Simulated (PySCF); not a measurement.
# A search over the determinants of GeN

Unrestricted PBE0; PySCF, scalar-relativistic core potentials, basis sets Ge cc-pVTZ-PP with ECP10, N cc-pVTZ. Outer shells of the fragments: Ge 3d10 4s2 4p2; N 2s2 2p3.

Followed along the bond (rough minima from three points):

```tsv
2Ms+1	unpaired	⟨S²⟩ at the start	R at minimum (Å)	Te (eV)
2	π ↑	0.80	1.74	0.00
2	σ ↑	0.92	1.66	0.01
4	π ↑↑↑	3.76	none in the scan	≤ 1.83
6	σ ↑, π ↑↑↑↑	8.76	none in the scan	≤ 4.01
```

Solutions found at the starting distance of 1.815 Å, counted from the lowest of them; the search is not exhaustive and high or unbound solutions are not listed, so other states can lie among these:

```json
{"2Ms+1": "2", "unpaired": "π ↑", "term": "²Π", "E (eV)": "0.00", "⟨S²⟩": "0.80", "⟨Lz²⟩": "1.01", "μ (D)": "-3.01"}
{"2Ms+1": "2", "unpaired": "σ ↑", "term": "²Σ⁺", "E (eV)": "0.29", "⟨S²⟩": "0.92", "⟨Lz²⟩": "0.00", "μ (D)": "-3.16"}
{"2Ms+1": "4", "unpaired": "π ↑↑↑", "term": "⁴Π", "E (eV)": "2.02", "⟨S²⟩": "3.76", "⟨Lz²⟩": "1.01", "μ (D)": "-0.75"}
{"2Ms+1": "4", "unpaired": "σ ↑, π ↑↑", "term": "mixed", "E (eV)": "2.14", "⟨S²⟩": "3.77", "⟨Lz²⟩": "2.01", "μ (D)": "-1.50"}
{"2Ms+1": "2", "unpaired": "π ↑↑↓", "term": "mixed", "E (eV)": "2.58", "⟨S²⟩": "1.76", "⟨Lz²⟩": "3.02", "μ (D)": "-0.72"}
{"2Ms+1": "4", "unpaired": "σ ↑, π ↑↑", "term": "mixed", "E (eV)": "2.60", "⟨S²⟩": "3.76", "⟨Lz²⟩": "2.01", "μ (D)": "-1.62"}
{"2Ms+1": "2", "unpaired": "σ ↓, π ↑↑", "term": "mixed", "E (eV)": "2.76", "⟨S²⟩": "1.77", "⟨Lz²⟩": "2.01", "μ (D)": "-1.56"}
{"2Ms+1": "2", "unpaired": "σ ↓, π ↑↑", "term": "mixed", "E (eV)": "3.23", "⟨S²⟩": "1.77", "⟨Lz²⟩": "2.01", "μ (D)": "-1.71"}
{"2Ms+1": "6", "unpaired": "σ ↑, π ↑↑↑↑", "term": "⁶Σ⁺", "E (eV)": "4.51", "⟨S²⟩": "8.76", "⟨Lz²⟩": "0.00", "μ (D)": "0.70"}
{"2Ms+1": "4", "unpaired": "σ ↑, π ↑↑", "term": "⁴Σ⁻", "E (eV)": "5.56", "⟨S²⟩": "3.75", "⟨Lz²⟩": "0.00", "μ (D)": "-0.55"}
{"2Ms+1": "4", "unpaired": "σ ↑↑, π ↑", "term": "⁴Π", "E (eV)": "5.66", "⟨S²⟩": "3.77", "⟨Lz²⟩": "1.02", "μ (D)": "-0.51"}
{"2Ms+1": "2", "unpaired": "σ ↓, π ↑↑", "term": "mixed", "E (eV)": "6.01", "⟨S²⟩": "1.76", "⟨Lz²⟩": "0.00", "μ (D)": "-0.49"}
{"2Ms+1": "4", "unpaired": "σ ↑↑, π ↑", "term": "⁴Π", "E (eV)": "7.36", "⟨S²⟩": "3.81", "⟨Lz²⟩": "1.01", "μ (D)": "-3.05"}
{"2Ms+1": "6", "unpaired": "σ ↑↑, π ↑↑↑", "term": "⁶Π", "E (eV)": "7.77", "⟨S²⟩": "8.76", "⟨Lz²⟩": "1.00", "μ (D)": "1.24"}
```

A term symbol is given only where ⟨S²⟩ and ⟨Lz²⟩ are close to those of a pure state; real π, δ and φ orbitals otherwise mix terms. A positive dipole means Ge(−)N(+).

Task: Compare the gap between the two lowest followed solutions at the starting distance with the gap between their minima.

Result: At PBE0 the second solution (doublet, unpaired electrons σ ↑) lies +0.29 eV from the first (doublet, unpaired electrons π ↑) at 1.815 Å and +0.01 eV at the minima; the two curves relax by different amounts, since their minima lie near 1.66 and 1.74 Å. A gap this small is a tie at this level.

Spin–orbit coupling is left out. Counting both spins, an empty level lies below a filled one in some of these solutions, because spin and occupation are held.
